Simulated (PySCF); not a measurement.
Species: C₅H₁₅NSi₂.
Bonds: C1–N2, N2–Si3, Si3–Si4, N2–C5, C5–C6, C6–C7, C7–C8, C5–C8. Hydrogens: H9, H10, H11 on C1; H12, H13 on Si3; H14, H15, H16 on Si4; H17 on C5; H18, H19 on C6; H20, H21 on C7; H22, H23 on C8.

Torsions of this conformer, `[CH3:1][N:2]([SiH2:3][SiH3:4])[CH:5]1[CH2:6][CH2:7][CH2:8]1`: C1–N2–Si3–Si4 -19°, C1–N2–C5–C6 -72°.

The closed-shell ground state was solved at several levels (PySCF, density fitting, gas phase, non-relativistic). Geometry: PBE0-D3(BJ)/def2-SVP, one conformer, isolated molecule.

| level | basis functions | HOMO (eV) | LUMO (eV) | gap (eV) | dipole (D) |
| --- | --- | --- | --- | --- | --- |
| wB97X-D/pcSseg-1 | 225 | -8.11 | 2.08 | 10.19 | 1.33 |
| PBE0/pcSseg-1 | 225 | -6.26 | 0.31 | 6.57 | 1.31 |

Estimate the row for CAM-B3LYP/def2-SVPD, a basis of 288 functions; the other rows only guide the guess.

HOMO -7.61 eV, LUMO 1.12 eV, gap 8.73 eV, dipole 1.27 D.

Over all these levels, which gives the widest orbital gap and which the narrowest?

wB97X-D/pcSseg-1 (range-separated hybrid) has the widest, 10.19 eV, and PBE0/pcSseg-1 (global hybrid, 25 % exact exchange) the narrowest, 6.57 eV. The two share the basis. From the narrowest to the widest the HOMO moves by -1.85 eV and the LUMO by +1.77 eV.

How far do the dipole and the HOMO energy spread over the levels?

The dipole runs from 1.27 to 1.33 D (mean 1.30 D) and the HOMO from -8.11 to -6.26 eV.
